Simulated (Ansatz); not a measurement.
Ligand exchange: C3H9MgN + C2H7NO → C3H8MgO + C2H8N2

Species: C3H9MgN `C[CH](C)[Mg][NH2]`, singlet; C2H7NO (ethanolamine) `NCCO`, singlet; C3H8MgO `C[CH](C)[Mg][OH]`, singlet; C2H8N2 (ethylenediamine) `NCCN`, singlet. The partners trade NH2 for OH: Mg–NH2 and C–OH bonds give way to Mg–OH and C–NH2.

Shapes, held fixed at every level: PBE0-D4/def2-TZVP. Flexible molecules stand in one conformer, not always the lowest. Programs: Ansatz 0.2.0. Electronic energies: no zero-point or thermal term.

```json
{"level": "HF/def2-SVP", "kind": "Hartree–Fock", "ΔE (kJ/mol)": "-76.9", "less CCSD(T)/def2-TZVPP": "-6.0"}
{"level": "r2SCAN-D4/def2-TZVPP", "kind": "meta-GGA", "ΔE (kJ/mol)": "-72.4", "less CCSD(T)/def2-TZVPP": "-1.5"}
{"level": "BHLYP-D4/def2-TZVPP", "kind": "global hybrid", "ΔE (kJ/mol)": "-73.8", "less CCSD(T)/def2-TZVPP": "-2.9"}
{"level": "B2PLYP/def2-TZVPP", "kind": "double hybrid", "ΔE (kJ/mol)": "-73.0", "less CCSD(T)/def2-TZVPP": "-2.1"}
{"level": "CCSD/def2-SVP", "kind": "coupled cluster or CI", "ΔE (kJ/mol)": "-78.8", "less CCSD(T)/def2-TZVPP": "-7.9"}
{"level": "CCSD/def2-TZVPP", "kind": "coupled cluster or CI", "ΔE (kJ/mol)": "-71.6", "less CCSD(T)/def2-TZVPP": "-0.7"}
{"level": "CCSD(T)/def2-TZVPP", "kind": "coupled cluster or CI", "ΔE (kJ/mol)": "-70.9", "less CCSD(T)/def2-TZVPP": "0.0"}
```

The highest level, CCSD(T)/def2-TZVPP, gives ΔE = -70.9 kJ/mol; the levels span -78.8 to -70.9. The column of differences is taken from that level and isn't an error. No measured value is set beside it here. Correlated rows may include outer-core shells of Mg, which these sets cover unevenly.
